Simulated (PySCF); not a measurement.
Te(OH)(SeH) (H₂OSeTe), SMILES O[Te][SeH].

The structure is a stationary point at B3LYP-D3(BJ)/def2-SVP. The def2 effective core potentials stand for the cores of Te; spin–orbit coupling is left out. The values are those of a single conformer.

These are TDA-CAM-B3LYP/def2-SVPD run with PySCF values and carry that method's errors.

Vertical excitations. The molecule is in vacuum.

```json
[
 {"state": "S1", "energy (eV)": "3.27", "λ (nm)": "379", "f": "0.002", "main pairs": "HOMO→LUMO 49 %, HOMO→LUMO+1 48 %"},
 {"state": "S2", "energy (eV)": "3.41", "λ (nm)": "363", "f": "0.001", "main pairs": "HOMO→LUMO 49 %, HOMO→LUMO+1 48 %"},
 {"state": "S3", "energy (eV)": "4.13", "λ (nm)": "301", "f": "0.004", "main pairs": "HOMO−1→LUMO 95 %"},
 {"state": "S4", "energy (eV)": "4.92", "λ (nm)": "252", "f": "0.004", "main pairs": "HOMO−1→LUMO+1 77 %, HOMO−2→LUMO 19 %"},
 {"state": "S5", "energy (eV)": "5.25", "λ (nm)": "236", "f": "0.012", "main pairs": "HOMO−2→LUMO+1 84 %"},
 {"state": "S6", "energy (eV)": "5.49", "λ (nm)": "226", "f": "0.034", "main pairs": "HOMO→LUMO+2 90 %"},
 {"state": "S7", "energy (eV)": "5.74", "λ (nm)": "216", "f": "0.024", "main pairs": "HOMO−1→LUMO+2 83 %"},
 {"state": "S8", "energy (eV)": "6.23", "λ (nm)": "199", "f": "0.082", "main pairs": "HOMO→LUMO+3 64 %, HOMO−2→LUMO 14 %"},
 {"state": "S9", "energy (eV)": "6.43", "λ (nm)": "193", "f": "0.408", "main pairs": "HOMO−2→LUMO 35 %, HOMO→LUMO+3 25 %, HOMO−1→LUMO+1 8 %, HOMO→LUMO+4 7 %"},
 {"state": "S10", "energy (eV)": "6.68", "λ (nm)": "186", "f": "0.017", "main pairs": "HOMO→LUMO+4 83 %"},
 {"state": "T1", "energy (eV)": "2.55", "λ (nm)": "487", "f": "0", "main pairs": "HOMO→LUMO+1 69 %, HOMO→LUMO 26 %"},
 {"state": "T2", "energy (eV)": "2.66", "λ (nm)": "466", "f": "0", "main pairs": "HOMO→LUMO 70 %, HOMO→LUMO+1 26 %"},
 {"state": "T3", "energy (eV)": "3.55", "λ (nm)": "350", "f": "0", "main pairs": "HOMO−1→LUMO 95 %"},
 {"state": "T4", "energy (eV)": "4.32", "λ (nm)": "287", "f": "0", "main pairs": "HOMO−2→LUMO 70 %, HOMO−1→LUMO+1 21 %"}
]
```
Triplets are in the Tamm–Dancoff approximation.
